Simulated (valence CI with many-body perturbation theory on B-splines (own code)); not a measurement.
## Sb⁴⁵⁺: electric-dipole lines

Calculated by configuration interaction combined with many-body perturbation theory (CI+MBPT): four valence electrons over a frozen Dirac-Fock core [He], a basis of 11 s, 11 p, 10 d, 8 f, 5 g, 2 h functions for each j, with the one-electron correlation potential Σ1, the two-electron term Σ2, the three-electron term Σ3, Breit, model QED; selected CI, second order for the rest, scaled by the run's own slope (own B-spline code, finite nucleus).

The last digits are not significant, and no measured levels were compared; by estimate large intervals hold to a few tenths of a per cent, small ones and those within an open d or f shell to about a per cent. Among the levels kept, up to 840 cm⁻¹ of a level comes from second order outside the variational space, and about a tenth of that is noise between levels of different J, which matters for small intervals.

Lines 151 to 200 of 546 in falling wavelength, among levels below 405.69 Ry, chosen from the strongest by gf and those to the six lowest levels. Wavelengths and rates use the calculated energies. Electric multipoles are in the length gauge with retardation, E1 and E2 with the static RPA response of the core. Weak lines are less certain than strong ones. Lines between different terms over intervals too small for the method are left out, as are lines whose strength nearly cancels. The highest levels of a list are the least certain.

Levels are named by their leading jj configuration (3d3/2^4 stands for four electrons in 3d with j = 3/2), which in mixed levels can hold well under half, so a name can repeat and another be missing. Letters in brackets count levels of one name in rising energy.

```tsv
λ vac (nm)	Upper	Lower	A (s⁻¹)	log gf	Branch %
2.877	(2s 2p1/2 2p3/2^2) J=3	(2s^2 2p1/2 2p3/2) J=2	1.05e+11	-1.04	93.2
2.876	(2p1/2 2p3/2^2 3p3/2) J=4	(2s 2p1/2 2p3/2 3p3/2) J=3 [c]	2.72e+11	-0.52	0.3
2.873	(2p1/2 2p3/2^2 3p1/2) J=2 [b]	(2s 2p1/2 2p3/2 3p1/2) J=1 [c]	2.61e+11	-0.79	0.2
2.858	(2p1/2 2p3/2^2 3d3/2) J=4	(2s 2p1/2 2p3/2 3d3/2) J=3 [c]	1.27e+11	-0.86	8.9
2.846	(2p1/2 2p3/2^2 3d5/2) J=4	(2s 2p1/2 2p3/2 3d3/2) J=3 [c]	9.32e+10	-0.99	6.7
2.827	(2p1/2 2p3/2^2 3s) J=3	(2s 2p1/2 2p3/2 3s) J=2 [c]	2.39e+11	-0.70	0.9
2.807	(2p1/2 2p3/2^2 3p1/2) J=3	(2s 2p1/2 2p3/2 3p1/2) J=2 [c]	1.70e+11	-0.85	0.4
2.788	(2p1/2 2p3/2^2 3p3/2) J=2 [b]	(2s 2p1/2 2p3/2 3p3/2) J=1 [d]	2.54e+11	-0.83	0.3
2.782	(2p1/2 2p3/2^2 3s) J=2 [b]	(2s 2p1/2 2p3/2 3s) J=1 [b]	2.25e+11	-0.88	0.4
2.781	(2p1/2 2p3/2^3) J=1	(2s 2p1/2 2p3/2^2) J=1 [b]	2.95e+11	-0.99	22.6
2.760	(2s 2p1/2 2p3/2 3d5/2) J=2 [b]	(2s^2 2p1/2 3d3/2) J=2	1.49e+11	-1.07	0.1
2.726	(2s 2p3/2^2 3d5/2) J=4 [b]	(2s^2 2p3/2 3d5/2) J=3	1.42e+11	-0.85	3.2
2.723	(2s 2p3/2^3) J=2	(2s^2 2p3/2^2) J=2	4.38e+11	-0.61	97.5
2.716	(2s 2p1/2 2p3/2 3d5/2) J=3 [c]	(2s^2 2p1/2 3d5/2) J=2	3.83e+11	-0.53	0.4
2.712	(2s 2p1/2 2p3/2 3d5/2) J=4 [c]	(2s^2 2p1/2 3d5/2) J=3	3.62e+11	-0.44	0.4
2.699	(2s 2p1/2 2p3/2 3p3/2) J=3 [c]	(2s^2 2p1/2 3p3/2) J=2	4.15e+11	-0.50	0.8
2.696	(2p1/2 2p3/2^3) J=1	(2s 2p1/2 2p3/2^2) J=1 [a]	3.66e+11	-0.92	28.1
2.690	(2p1/2^2 2p3/2^2) J=2	(2s 2p1/2^2 2p3/2) J=1	3.13e+11	-0.77	38.3
2.690	(2s 2p3/2^2 3d5/2) J=2 [b]	(2s^2 2p3/2 3d5/2) J=1	2.56e+11	-0.86	0.6
2.682	(2s 2p3/2^2 3d5/2) J=3 [c]	(2s^2 2p3/2 3d5/2) J=3	3.71e+11	-0.55	0.1
2.678	(2p1/2^2 2p3/2 3d5/2) J=2	(2s 2p1/2^2 3d5/2) J=2	1.83e+11	-1.01	0.1
2.673	(2s 2p1/2 2p3/2 3p3/2) J=2 [c]	(2s^2 2p1/2 3p3/2) J=1	4.20e+11	-0.65	0.9
2.672	(2p3/2^4) J=0	(2s 2p3/2^3) J=1	1.64e+12	-0.75	96.2
2.670	(2s 2p1/2 2p3/2 3d3/2) J=3 [c]	(2s^2 2p1/2 3d3/2) J=2	3.59e+11	-0.57	0.9
2.665	(2s 2p3/2^2 3p3/2) J=2 [b]	(2s 2p1/2 2p3/2 3s) J=3	2.43e+11	-0.89	1.5
2.664	(2p1/2 2p3/2^3) J=2	(2s 2p1/2 2p3/2^2) J=2 [b]	6.87e+11	-0.44	58.1
2.663	(2p1/2 2p3/2^2 3p3/2) J=3 [b]	(2s 2p1/2 2p3/2 3p3/2) J=3 [b]	2.50e+11	-0.73	0.3
2.661	(2s 2p1/2 2p3/2 3p1/2) J=1 [b]	(2s^2 2p1/2 3p1/2) J=1	5.43e+11	-0.76	2.1
2.660	(2p1/2 2p3/2^2 3p3/2) J=2 [c]	(2s 2p1/2 2p3/2 3p3/2) J=2 [d]	3.60e+11	-0.72	0.4
2.659	(2s 2p1/2 2p3/2 3p1/2) J=2 [c]	(2s^2 2p1/2 3p1/2) J=1	4.43e+11	-0.63	1.4
2.658	(2p1/2^2 2p3/2 3p3/2) J=1	(2s 2p1/2^2 3p3/2) J=1	3.02e+11	-1.02	0.3
2.657	(2s 2p1/2 2p3/2 3d3/2) J=2 [d]	(2s^2 2p1/2 3d3/2) J=1	3.69e+11	-0.71	0.1
2.654	(2s 2p1/2 2p3/2 3d5/2) J=3 [d]	(2s^2 2p1/2 3d5/2) J=3	4.73e+11	-0.46	0.1
2.653	(2s 2p1/2 2p3/2 3p1/2) J=1 [c]	(2s^2 2p1/2 3p1/2) J=0	4.89e+11	-0.81	1.1
2.652	(2s 2p1/2 2p3/2 3s) J=1 [b]	(2s^2 2p1/2 3s) J=0	3.12e+11	-1.01	0.6
2.648	(2s 2p1/2 2p3/2 3d5/2) J=2 [c]	(2s^2 2p1/2 3d5/2) J=2	4.49e+11	-0.63	0.1
2.645	(2s 2p1/2 2p3/2 3p3/2) J=2 [d]	(2s^2 2p1/2 3p3/2) J=2	5.05e+11	-0.58	1.1
2.643	(2s 2p1/2 2p3/2 3s) J=1 [c]	(2s^2 2p1/2 3s) J=1	4.05e+11	-0.90	1.1
2.643	(2s 2p1/2 2p3/2 3d5/2) J=1 [c]	(2s^2 2p1/2 3d5/2) J=2	4.11e+11	-0.89	0.1
2.642	(2p1/2^2 2p3/2 3d5/2) J=4	(2s 2p1/2^2 3d5/2) J=3	2.60e+11	-0.61	23.1
2.641	(2s 2p1/2 2p3/2 3d5/2) J=2 [d]	(2s^2 2p1/2 3d5/2) J=3	5.77e+11	-0.52	0.2
2.641	(2p1/2^2 2p3/2 3p3/2) J=3	(2s 2p1/2^2 3p3/2) J=2	3.14e+11	-0.64	0.4
2.636	(2s 2p1/2 2p3/2 3s) J=2 [c]	(2s^2 2p1/2 3s) J=1	4.33e+11	-0.65	1.4
2.631	(2s 2p1/2 2p3/2 3d3/2) J=2 [c]	(2s^2 2p1/2 3d3/2) J=2	3.70e+11	-0.72	0.2
2.631	(2s 2p1/2 2p3/2 3d3/2) J=1 [d]	(2s^2 2p1/2 3d3/2) J=1	3.08e+11	-1.02	0.1
2.630	(2s 2p1/2 2p3/2 3d3/2) J=1 [c]	(2s^2 2p1/2 3d3/2) J=2	6.09e+11	-0.72	0.7
2.628	(2p1/2 2p3/2^2 3p1/2) J=1 [b]	(2s 2p1/2 2p3/2 3p1/2) J=2 [c]	4.91e+11	-0.82	0.9
2.625	(2p1/2^2 2p3/2 3d3/2) J=2	(2s^2 2p3/2 3p1/2) J=2	1.81e+11	-1.03	0.9
2.623	(2s 2p3/2^2 3d3/2) J=1 [b]	(2s^2 2p3/2 3d3/2) J=2	5.48e+11	-0.77	0.2
2.616	(2s 2p3/2^2 3d3/2) J=2 [c]	(2s^2 2p3/2 3d3/2) J=3	4.19e+11	-0.67	0.1
```

How does gf follow from A for the line at 2.673 nm?

gf = 1.4992 × (2J+1)_upper × A / σ², with σ = 3741713 cm⁻¹ and 2J+1 = 5: gf = 0.225.
